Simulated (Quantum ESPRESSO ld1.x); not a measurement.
All-electron atom: Lu+ in [Kr] 4d10 4f14 5s2 5p4 6s2 7s2 (not the ground configuration). Calculated with ld1.x of Quantum ESPRESSO 7.5: scalar-relativistic Kohn-Sham, LDA (Slater exchange, Perdew-Zunger correlation), spin-polarised, spherical densities, point nucleus; open shells are filled with parallel spins first. Some entries of the table are withheld. Estimate them.

| orbital | occ. | eigenvalue (hartree) | <r> (bohr) | <1/r> (bohr^-1) |
|---|---|---|---|---|
| 1s up | 1 | -2323.36 | 0.01933 | 82.17 |
| 1s down | 1 | -2323.35 | 0.01933 | 82.17 |
| 2s up | 1 | -396.428 | 0.08188 | 19.17 |
| 2s down | 1 | -396.424 | 0.08188 | 19.17 |
| 2p up | 3 | -349.015 | 0.07294 | 17.55 |
| 2p down | 3 | -349.009 | 0.07294 | 17.55 |
| 3s up | 1 | -90.6266 | 0.2128 | 7.086 |
| 3s down | 1 | -90.6228 | 0.2128 | 7.086 |
| 3p up | 3 | -76.4007 | 0.2124 | 6.585 |
| 3p down | 3 | -76.3964 | 0.2124 | 6.585 |
| 3d up | 5 | -59.2952 | 0.1925 | 6.236 |
| 3d down | 5 | -59.2909 | 0.1925 | 6.236 |
| 4s up | 1 | -18.8705 | 0.4784 | 3.000 |
| 4s down | 1 | -18.8633 | 0.4784 | 3.000 |
| 4p up | 3 | -14.2035 | 0.5085 | 2.733 |
| 4p down | 3 | -14.1953 | 0.5083 | 2.734 |
| 4d up | 5 | -8.11605 | 0.5484 | 2.418 |
| 4d down | 5 | -8.10512 | 0.5478 | 2.420 |
| 5s up | 1 | -3.30265 | 1.146 | 1.159 |
| 5s down | 1 | -3.24182 | 1.146 | 1.161 |
| 5p up | 3 | -2.16889 | 1.326 | 0.9847 |
| 5p down | 1 | -2.10693 | 1.330 | 0.9830 |
| 4f up | 7 | -1.42538 | (1) | 1.848 |
| 4f down | 7 | -1.40260 | (2) | 1.859 |
| 6s up | 1 | -0.72431 | 2.726 | 0.4717 |
| 6s down | 1 | -0.71137 | 2.756 | 0.4652 |
| 6p up | 0 | -0.46990 | 3.341 | 0.3836 |
| 6p down | 0 | -0.46273 | 3.376 | 0.3795 |
| 7s up | 1 | -0.23116 | 5.872 | 0.2168 |
| 7s down | 1 | -0.22850 | 5.917 | 0.2151 |

Answer. 
(1) 4f up <r> (bohr): 0.7027
(2) 4f down <r> (bohr): 0.6969
